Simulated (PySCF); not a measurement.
## Ir(3+) (iridium, charge +3) across methods

[Xe] 4f14 5d6, high-spin 5D determinant. All numbers are calculated (PySCF 2.14, a scalar-relativistic core potential, in aug-cc-pwCVTZ-PP with ECP60MDF (8s8p7d4f3g, 122 functions)).

```csv
method,E (hartree),mean ε 5p β (eV),mean ε 5d α (eV),mean ε 5d β (eV),Σ⟨r²⟩ (bohr²),⟨S²⟩
BHandHLYP,-102.2685,-89.579,-41.649,-38.521,27.45,6.002
PBE,-102.3775,-84.225,-38.179,-35.347,27.60,6.001
UHF,-101.75988,-93.689,-44.749,-40.643,27.36,6.003
PBE0,-102.3604,-86.933,-40.035,-36.955,27.48,6.001
LDA,-102.1251,-84.249,-38.239,-35.356,27.77,6.001
MN15,-102.1812,-87.277,-40.418,-37.936,27.76,6.001
HSE06,-102.3576,-86.513,-39.607,-36.541,27.49,6.001
```

(1) Estimate the same row for r2SCAN.

Energies and moments cover only the electrons outside the core potential. Spin-orbit coupling, absent here, splits the open shell strongly.

Results:

(1) E (hartree) = -102.4082; mean ε 5p β (eV) = -85.093; mean ε 5d α (eV) = -38.637; mean ε 5d β (eV) = -35.374; Σ⟨r²⟩ (bohr²) = 27.40; ⟨S²⟩ = 6.002.
